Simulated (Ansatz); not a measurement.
Ansatz results at the PBE0-D4/def2-TZVP geometry: size of the dipole moment (B3LYP/def2-TZVPP) 4.33 D; HOMO energy (B3LYP/def2-TZVPP) -6.85 eV; HOMO energy (ωB97M-V/def2-TZVPP) -9.19 eV.

Each molecule was computed in one conformer, which needn't be the lowest.

Task: Which molecule gave them?
A. `ClB1[SiH2]C1Br`
B. `BC1C=N1`
C. `[NH2][AlH][CH]=S`
D. `BC#CN`

Result: D. The others give `BC1C=N1`: 2.32, -8.08, -10.54; `[NH2][AlH][CH]=S`: 1.28, -5.91, -8.30; `ClB1[SiH2]C1Br`: 2.18, -6.93, -9.16.

B3LYP here is the variant with VWN-RPA as its local correlation; programs differ in this.
